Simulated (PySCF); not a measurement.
Species: C₃H₁₂Si₃.
Z-matrix (Å and degrees, PBE0-D3(BJ)/def2-SVP geometry), rows numbered from 1:
```
Si
Si  1  2.3458
Si  2  2.3535  1  111.11
C   3  1.8710  2  111.03  1    78.48
C   4  1.5097  3  121.05  2    44.45
C   5  1.4919  4   60.40  3  -111.33
H   1  1.4959  2  109.53  3    53.88
H   1  1.4965  2  110.40  3   -65.21
H   1  1.4957  2  111.51  3   174.25
H   2  1.4994  1  109.21  3   122.86
H   2  1.4980  1  108.35  3  -119.97
H   3  1.4985  2  107.76  1   -42.94
H   3  1.4985  2  109.19  1  -159.41
H   4  1.0967  3  113.86  2  -171.84
H   5  1.0948  4  118.42  6   108.03
H   5  1.0933  4  117.62  6  -108.73
H   6  1.0933  4  117.56  5   108.71
H   6  1.0947  4  118.77  5  -108.11
```

Computed with PBE0-D3(BJ)/def2-SVP geometry optimisation, gas phase (PySCF).

Take the most abundant isotopes and a rigid rotor. The values belong to one conformer with, in the numbering `[SiH3:1][SiH2:2][SiH2:3][CH:4]1[CH2:5][CH2:6]1`, Si1–Si2–Si3–C4 78°, Si2–Si3–C4–C5 44°.

Task: Give the principal moments of inertia and the rotational constants in GHz.

Result: Ia = 198.46, Ib = 501.46, Ic = 583.32 u·Å²; 505379 MHz·u·Å²/I gives 2546, 1008 and 866.4 MHz, that is A = 2.5464, B = 1.0078, C = 0.8664 GHz.

Task: What kind of rotor is it?

Result: An asymmetric top; Ray's κ = -0.832.

Task: What does the inertial defect say?

Result: Not planar: Δ = Ic − Ia − Ib = -116.60 u·Å². For a rigid frame Δ = −2 Σ m c², so Σ m c² = 58.30 u·Å² lies off the ab plane: 18.71 from hydrogen and 39.59 from heavier atoms. The atom farthest from that plane is 2.09 Å away.

Task: Give the other two planar moments, Paa and Pbb, and the rms extents of the mass along the axes.

Result: Paa = Σ m a² = (Ib + Ic − Ia)/2 = 443.16 and Pbb = Σ m b² = (Ia + Ic − Ib)/2 = 140.16 u·Å². With the mass M = 132.02 u, the rms extents √(P/M) along a, b and c are 1.83, 1.03, 0.66 Å.

Task: Which types of transition are allowed, and where do some lines up to J = 4 fall?

Result: The dipole components are |μa| = 0.93 D, |μb| = 0.54 D, |μc| = 0.00 D. The squared components, which scale the intensities, stand as 1.00 : 0.34 : 0.00 (a : b : c). Some lines, for components of 0.1 D or more:

```tsv
type	branch	J(Ka,Kc)	MHz	lower level (cm⁻¹)
a	Q	2(1,1) ← 2(1,2)	424	0.234
b	Q	1(1,0) ← 1(0,1)	1680	0.063
a	R	1(0,1) ← 0(0,0)	1874	0.000
b	R	2(0,2) ← 1(1,1)	2200	0.114
a	R	2(1,2) ← 1(1,1)	3607	0.114
b	R	3(0,3) ← 2(1,2)	4179	0.234
b	R	2(1,2) ← 1(0,1)	5146	0.063
a	R	3(0,3) ← 2(0,2)	5586	0.187
a	R	4(1,4) ← 3(1,3)	7196	0.414
a	R	4(0,4) ← 3(0,3)	7406	0.374
a	R	4(2,3) ← 3(2,2)	7490	0.590
a	R	4(1,3) ← 3(1,2)	7760	0.443
b	R	4(1,4) ← 3(0,3)	8422	0.374
b	R	2(2,0) ← 1(1,1)	8656	0.114
b	R	3(2,1) ← 2(1,2)	10709	0.234
b	Q	4(4,1) ← 4(3,2)	11250	1.109
b	R	4(2,2) ← 3(1,3)	12885	0.414
b	R	4(3,1) ← 3(2,2)	15569	0.590
```

No PBE0-D3(BJ)/def2-SVP frequencies stand behind this structure, so it isn't proved a minimum. These are rigid-rotor constants of the computed structure; measured ground-state constants (B0) also hold zero-point vibration. A rigid rotor knows nothing of internal rotation, which can split or shift real lines.
